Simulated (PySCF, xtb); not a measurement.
BiF3, SMILES [F][Bi]([F])[F].

GFN2-xTB in xtb at its own geometry gives an orbital gap of 7.26 eV and a dipole moment of 7.67 D.

Geometry optimised at PBE-D3(BJ)/def2-SVP. The isomer is the one that the SMILES or the coordinates give; other isomers of the formula were not compared. The def2 effective core potentials stand for the cores of Bi; spin–orbit coupling is left out.

### Question
What does CAM-B3LYP/def2-TZVPD in PySCF give? (The exact figures need the calculation; the answer reports its results.)

### Answer
gap 10.39 eV (levels -11.67 and -1.28 eV), dipole 5.43 D.
